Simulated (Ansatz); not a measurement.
Start from `N=[CH][AlH][OH]` and change one atom or group to get `N=[CH][AlH2]`.

Ansatz, PBE0-D4/def2-TZVP geometries, multiplicity 1. Each molecule was computed in one conformer, which needn't be the lowest.

```
                                          property  `N=[CH][AlH][OH]`
               LUMO energy (B3LYP/def2-TZVPP) / eV              -1.91
                HOMO energy (PBE0/def2-TZVPP) / eV              -6.73
                 LUMO energy (PBE/def2-TZVPP) / eV              -2.59
              HOMO–LUMO gap (PBE0/def2-TZVPP) / eV               5.05
                 HOMO energy (PBE/def2-TZVPP) / eV              -5.37
size of the dipole moment (ωB97M-V/def2-TZVPP) / D               3.03
```

Q: Give the same properties after the change, and the shifts. (Best estimate.)

A: The calculation gave: 
```
                                          property  `N=[CH][AlH2]`  shift
               LUMO energy (B3LYP/def2-TZVPP) / eV           -2.26  -0.35
                HOMO energy (PBE0/def2-TZVPP) / eV           -6.99  -0.26
                 LUMO energy (PBE/def2-TZVPP) / eV           -2.92  -0.33
              HOMO–LUMO gap (PBE0/def2-TZVPP) / eV            4.96  -0.09
                 HOMO energy (PBE/def2-TZVPP) / eV           -5.61  -0.24
size of the dipole moment (ωB97M-V/def2-TZVPP) / D            1.82  -1.21
```

With PBE0 the HOMO falls by 0.26 eV and the LUMO falls by 0.35 eV, so the gap narrows by about 0.09 eV. PBE moves the HOMO by -0.24 eV and ωB97M-V by -0.27 eV. Dipoles are sizes alone; their direction can turn.

B3LYP here is the variant with VWN-RPA as its local correlation; programs differ in this.
